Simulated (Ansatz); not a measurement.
System: CAu (charge 0, doublet). The spin state was set by rule; other spins were not relaxed. SMILES: [C][Au]
Geometry: optimised at B3LYP-D3(BJ)/def2-TZVP (Ansatz, a quantum-chemistry and plane-wave program).

Wanted: atomisation energy (electronic, to ground-state atoms), in kJ/mol. Valence correlation only, unless marked. Open shells are spin-unrestricted. Spin-orbit coupling is left out. The frozen core is the preceding noble-gas configuration, with the filled d and f shells of earlier blocks. Past Kr the def2 sets carry scalar-relativistic core potentials. The coupled-cluster limit lacks core correlation, which all-electron functionals hold. CBS(X,Y): correlation extrapolated as X^-3; Hartree-Fock from the larger set.

The UHF reference is spin-contaminated (<S^2> 0.58 over the pure value in the largest basis). The T1 diagnostic of CCSD in the largest basis is 0.091, which is high, so the coupled-cluster rows are less sure than usual.

```
level                                        program  atomisation energy (kJ/mol)
------------------------------------  --------------  ---------------------------
BLYP-D3(BJ)/def2-TZVPD                Ansatz + dftd3                            ?
r2SCAN/def2-TZVPD                             Ansatz                            ?
PBE0/def2-SVP                                 Ansatz                        262.9
PBE0-D3(BJ)/def2-TZVP                 Ansatz + dftd3                        271.0
PBE0-D3(BJ)/def2-TZVPD                Ansatz + dftd3                            ?
BHLYP/def2-TZVPD                              Ansatz                            ?
HSE06-D4/def2-TZVPD                   Ansatz + dftd4                        275.1
LC-wPBE-D4/def2-TZVPD                 Ansatz + dftd4                        231.4
B2PLYP/def2-TZVPD                             Ansatz                        269.0
RPA@PBE/def2-TZVPP                            Ansatz                        228.6
RPA@PBE/def2-QZVPP                            Ansatz                        238.7
SCS-MP2/def2-TZVPP                            Ansatz                        195.1
SCS-MP2/def2-TZVPPD                           Ansatz                        198.4
CCSD/def2-TZVPPD                              Ansatz                        216.2
CCSD(T)/CBS(def2-TZVPPD,def2-QZVPPD)          Ansatz                        263.4
```

### Question
Complete the blanks.

### Answer

- BLYP-D3(BJ)/def2-TZVPD, atomisation energy (kJ/mol): 315.8
- r2SCAN/def2-TZVPD, atomisation energy (kJ/mol): 308.7
- PBE0-D3(BJ)/def2-TZVPD, atomisation energy (kJ/mol): 272.8
- BHLYP/def2-TZVPD, atomisation energy (kJ/mol): 192.5
